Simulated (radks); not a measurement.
Co IV, configuration [Ar] 3d6.

Calculated with a radial shooting solver on a logarithmic mesh with Libxc functionals: scalar-relativistic Kohn-Sham, HCTH/407, spin-polarised, spherical densities, finite nucleus; open shells are filled with parallel spins first; Fermi nuclear charge, rms radius 3.7875 fm.

Energy parts (hartree):
| part | energy |
|---|---|
| total | -1391.88813 |
| kinetic | 1409.67000 |
| electron-nucleus | -3300.81941 |
| Hartree | 558.70471 |
| exchange-correlation | -59.44344 |

Orbitals (lengths in bohr, moments of r in powers of bohr; <r^-3> diverges for s and p1/2):
| orbital | occ. | eigenvalue (hartree) | <r> | <r^-3> |
|---|---|---|---|---|
| 1s up | 1 | -280.3186 | 0.05623 | - |
| 1s down | 1 | -280.3187 | 0.05623 | - |
| 2s up | 1 | -34.57355 | 0.2556 | - |
| 2s down | 1 | -34.47653 | 0.2550 | - |
| 2p up | 3 | -29.85105 | 0.2250 | 548.9 |
| 2p down | 3 | -29.77907 | 0.2244 | 551.3 |
| 3s up | 1 | -5.28281 | 0.7660 | - |
| 3s down | 1 | -5.07862 | 0.7697 | - |
| 3p up | 3 | -3.92424 | 0.8006 | 71.49 |
| 3p down | 3 | -3.72197 | 0.8078 | 69.71 |
| 3d up | 5 | -1.75977 | 0.9152 | 6.955 |
| 3d down | 1 | -1.57022 | 0.9695 | 6.487 |

The highest occupied level is 3d down at -42.728 eV. Summed over all electrons, <r^2> = 12.91 bohr^2, which gives a Langevin (diamagnetic) susceptibility term of -10.2 x 10^-6 cm^3/mol. For comparison, the ionisation energy in NIST's Atomic Spectra Database is 51.3 eV (semi-empirical). In exact Kohn-Sham theory the highest level is minus the ionisation energy, but local and semilocal functionals leave it too shallow, through self-interaction and a potential that decays too fast; potentials with the right tail come closer. Spin moment in Bohr magnetons: 4. The density falls to 0.001 e/bohr^3 at r = 2.68 bohr.
